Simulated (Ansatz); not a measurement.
```yaml
crystal:
  periodic: [false, false, false]
  atoms:
    - {symbol: C, position_ang: [-0.606649, -1.605733, 1.021402]}
    - {symbol: S, position_ang: [0.902155, -1.280241, 0.100144]}
    - {symbol: C, position_ang: [0.646616, 0.313593, -0.469901]}
    - {symbol: N, position_ang: [1.477359, 0.991604, -1.196865]}
    - {symbol: B, position_ang: [0.558866, 2.101256, -1.210014]}
    - {symbol: S, position_ang: [-0.813265, 1.334507, -0.164971]}
    - {symbol: H, position_ang: [-0.713400, -0.905450, 1.847852]}
    - {symbol: H, position_ang: [-1.475568, -1.564204, 0.367135]}
    - {symbol: H, position_ang: [-0.500500, -2.616184, 1.416390]}
    - {symbol: H, position_ang: [0.607587, 3.179753, -1.708175]}
basis:
  gaussian: {orbitals: def2-mTZVPP}
hamiltonian: {xc: {name: HF}}
correlation: {method: mp2, frozen_orbitals: {C: 9}}
accuracy: high
output: {forces: true}
```

```sh
$ ansatz run in.yaml --threads 4 --pin off --events-out ev --progress --plain --max-ram 10444MiB
```

It prints (some lines left out):

```
Functional definition: HF
Error: "frozen_orbitals" has no count for S
```

Problem. What is wrong with this run?

Solution. Frozen orbitals are typed for one element alone, and the program wants a count for each. The program refused the input.
